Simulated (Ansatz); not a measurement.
```yaml
crystal:
  periodic: [false, false, false]
  atoms:
    - {symbol: Zr, position_ang: [-0.731189, 1.031036, -0.992714]}
    - {symbol: Zr, position_ang: [0.305859, -1.322621, 0.355902]}
    - {symbol: P, position_ang: [1.762877, 0.141117, -0.641909]}
    - {symbol: P, position_ang: [-1.327742, 0.360929, 1.211428]}
basis:
  gaussian: {orbitals: def2-TZVPD}
hamiltonian: {xc: {name: SVWN5}}
scf: {omitted_lower_state_checks: [starts]}
```

```sh
$ ansatz run in.yaml --threads 4 --pin off --events-out ev --progress --plain --max-ram 3916MiB
```

Output, abridged:

```
Functional definition: SVWN5
1192 factors; their error is unknown
mean field evaluation 1: about -21051.8340 eV, gradient 6.5e1 eV
mean field evaluation 2: about -20815.2431 eV, gradient 2.4e2 eV
mean field evaluation 4: about -21048.0014 eV, gradient 6.5e1 eV
mean field evaluation 8: about -21065.0241 eV, gradient 9.3e-3 eV
mean field -21065.00747010 eV, -774.1247461514 hartree, gradient 4.6e-5 eV, S^2 0.000000; 0 other end points of the search recorded, 0 dependent functions left out
reference -21065.00751052 eV, -774.1247476366 hartree; 27, 27 occupied and 139, 139 virtual orbitals, 1192 factors
Total energy: -21065.00751052 eV, -774.1247476366 hartree
Checks for a lower state left out: starts
```

It took 1.5 s on 4 threads of Arm Neoverse V2 on a shared host.

In the def2 sets Zr takes a core potential; there is no spin–orbit coupling. The restricted singlet is unstable towards broken spin symmetry at other levels; at RKS SVWN5/def2-TZVPD this wasn't settled.
